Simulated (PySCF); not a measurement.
This PySCF input asks for the NMR shieldings of SMILES C1[Si](CC=C)(CF)C1, C6H11FSi; the geometry comes from GFN2-xTB.

```python
import basis_set_exchange as bse
import numpy as np
from pyscf import gto, dft
from pyscf.prop import nmr

atoms = """
C     2.635097    0.366272    1.413564
C     2.084269    0.179211    0.228407
C     1.133387   -0.921044   -0.095031
Si   -0.653669   -0.272575   -0.202495
C    -1.921244   -1.600534   -0.751873
F    -1.701303   -2.779487   -0.066584
C    -1.260368    1.159488    0.860333
C    -1.066535    1.514957   -0.633474
H     3.308803    1.183000    1.607831
H     2.436265   -0.296250    2.240114
H     2.296858    0.861451   -0.583899
H     1.184722   -1.698839    0.667897
H     1.404698   -1.376334   -1.049126
H    -1.843801   -1.849341   -1.812683
H    -2.948174   -1.301609   -0.536902
H    -0.579228    1.646505    1.542762
H    -2.277522    1.203645    1.222396
H    -1.967287    1.770475   -1.173361
H    -0.274771    2.220258   -0.837846
"""
names = dict.fromkeys(["C", "Si", "F", "H"], "pcSseg-1")
basis = {el: gto.basis.parse(bse.get_basis(n, elements=[el], fmt="nwchem")) for el, n in names.items()}
mol = gto.M(atom=atoms, basis=basis, charge=0, verbose=0)
mf = dft.RKS(mol, xc="PBE0")
mf.grids.level = 2
mf.grids.alignment = dft.numint.BLKSIZE   # the property module wants whole blocks of grid points
mf.conv_tol = 1e-9
mf.kernel()

calc = nmr.RKS(mf)   # GIAO
C = mf.mo_coeff
Co = C[:, mf.mo_occ > 0]
resp = mf.gen_response(singlet=True, hermi=2)
def vind(x):   # induced exchange potential for any number of trial vectors
    d = np.einsum("pi,xij,qj->xpq", C, 2 * x.reshape(-1, C.shape[1], Co.shape[1]), Co, optimize=True)
    return np.einsum("xpq,pi,qj->xij", resp(d - d.transpose(0, 2, 1)), C, Co, optimize=True).ravel()
mo1, _ = nmr.rhf.solve_mo1(calc, with_cphf=vind)
sigma = calc.kernel(mo1)
for i, s in enumerate(sigma):   # ppm
    print("%2d %-2s %9.2f" % (i, mol.atom_pure_symbol(i), np.trace(s) / 3))
```

Question: What are the results?

Answer: 
```
 0 C      64.76
 1 C      47.67
 2 C     168.51
 3 Si    445.96
 4 C     106.58
 5 F     474.02
 6 C     189.67
 7 C     192.46
 8 H      26.51
 9 H      26.38
10 H      25.88
11 H      29.19
12 H      29.54
13 H      26.49
14 H      27.07
15 H      31.03
16 H      31.22
17 H      31.43
18 H      31.11
```

These numbers come from an equivalent density-fitted implementation of the same equations, which agrees with the script to about 0.01 ppm for H and up to a few tenths of a ppm for heavy atoms, so last digits may differ.

Question: Turn these shieldings into chemical shifts. δ = σ(ref) − σ, references computed at the same level: 13C (σ = 186.93 ppm) and 29Si (σ = 349.16 ppm) and 1H (σ = 31.72 ppm) against TMS; 19F (σ = 170.95 ppm) against CFCl3.

Answer: Averaging equivalent atoms: C 1: 139.3; C 0: 122.2; C 4: 80.3; C 2: 18.4; C 6/7: -4.1; Si 3: -96.8; F 5: -303.1; H 10: 5.84; H 9: 5.33; H 8: 5.21; H 13/14: 4.94; H 11/12: 2.35; H 15/18: 0.65; H 16/17: 0.39 ppm. Unscaled 19F shifts against computed CFCl3 carry errors that often reach 10 to 50 ppm.

Size and cost of the density-fitted run: 198 basis functions, 57 s wall time on 1 thread of an Intel Xeon, shared host; peak memory 0.81 GiB.
